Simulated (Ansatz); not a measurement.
One change: `C#CB(Cl)Cl` becomes `ClB(Cl)Cl`.

Ansatz, PBE0-D4/def2-TZVP geometries, multiplicity 1. 

| property | `C#CB(Cl)Cl` |
| --- | --- |
| zero-point energy (PBE0-D4/def2-TZVP) / kJ/mol | 67.5 |
| LUMO energy (PBE/def2-TZVPP) / eV | -3.18 |
| HOMO energy (ωB97M-V/def2-TZVPP) / eV | -10.84 |
| size of the dipole moment (PBE/def2-TZVPP) / D | 1.52 |
| HOMO–LUMO gap (ωB97M-V/def2-TZVPP) / eV | 10.60 |
| HOMO energy (PBE/def2-TZVPP) / eV | -7.30 |

(1) Give the same properties after the change, and the shifts. (Estimate.)

Results:

(1) Computed: 
```tsv
property	`ClB(Cl)Cl`	shift
zero-point energy (PBE0-D4/def2-TZVP) / kJ/mol	20.3	-47.2
LUMO energy (PBE/def2-TZVPP) / eV	-2.61	0.57
HOMO energy (ωB97M-V/def2-TZVPP) / eV	-11.34	-0.50
size of the dipole moment (PBE/def2-TZVPP) / D	0.00	-1.52
HOMO–LUMO gap (ωB97M-V/def2-TZVPP) / eV	11.80	1.20
HOMO energy (PBE/def2-TZVPP) / eV	-7.65	-0.35
```

With PBE0 the HOMO falls by 0.49 eV and the LUMO rises by 0.64 eV, so the gap widens by about 1.13 eV. PBE moves the HOMO by -0.35 eV and ωB97M-V by -0.50 eV. The zero-point energy changes by -47.2 kJ/mol with -6 modes.
